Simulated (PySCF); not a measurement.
Compound: C₆H₁₃BN₂.
SMILES: `B1NCCN1C1CCC1`

Jobs on this species (22 atoms, 68 electrons) with PySCF (density fitting). Hardware of each: one thread, AMD EPYC 7R43 (x86_64), shared host. Times come from a shared host and carry two figures at best. Peak memory is the resident size of the whole Python process, interpreter and libraries included.

| level and settings | work | basis functions | SCF cycles | wall time | peak memory |
| --- | --- | --- | --- | --- | --- |
| PBE0/pcSseg-1, IEF-PCM cyclohexane | shieldings, ring-centre shieldings, charges and field gradients | 218 | ? | ? | ? |
| PBE0/pcSseg-1, IEF-PCM methanol | shieldings, ring-centre shieldings | 218 | 13 | 52 s | 1.2 GiB |
| PBE0-D3(BJ)/def2-SVP, grid level 1 | geometry optimisation from a GFN2-xTB start shaken at random | 191 | 58 | 3.4 min | 0.78 GiB |

Q: Fill in the missing figures.

A: 
- PBE0/pcSseg-1, IEF-PCM cyclohexane; shieldings, ring-centre shieldings, charges and field gradients: 58 s, 1.2 GiB, 13 SCF cycles

Q: What do all jobs in the table cost together?

A: About 5.2 min; the longest takes about 65 % of that, and about 3.9 times as long as the shortest.
